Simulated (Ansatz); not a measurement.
ClTe, charge +1, singlet, at a GFN2-xTB geometry (core potentials on Te). Base run: SVWN5/def2-TZVP (Ansatz, an electronic-structure program).

Here is a job for Ansatz.
Ansatz 0.2 input:
```yaml
crystal:
  periodic: [false, false, false]
  atoms:
    - {symbol: Te, position_ang: [-0.00000000, -0.00000000, -0.54662571]}
    - {symbol: Cl, position_ang: [0.00000000, 0.00000000, 1.67203160]}
basis:
  gaussian:
    orbitals: def2-TZVP
hamiltonian:
  xc: {name: SVWN5}
total_charge: 1
```

The base run was repeated with changes; each row names its change, and settings that it needs were set with it.

| change | ΔE vs base (kcal/mol) |
|---|---|
| base | 0.000 |
| fitting.mean_field = def2-universal-JKFIT | -0.024 |
| final_grid = 4, 8, 17 | -0.014 |
| point_charge = charge:1.0 position_ang:2.8187, 2.756, 1.723 | 68.9 |
| lower_state_search = off | 0.000 |
| final_grid = 14, 28, 59 | 0.000 |
| point_charge = charge:0.5 position_ang:0.6747, 3.4732, -1.5273 | 38.60 |
| final_grid = 10, 20, 41 | 0.000 |
| point_charge = charge:-1.0 position_ang:2.9927, -1.5402, -1.7949 | -96.9 |
| accuracy = high | 0.000 |
| lower_state_search = full | 0.000 |
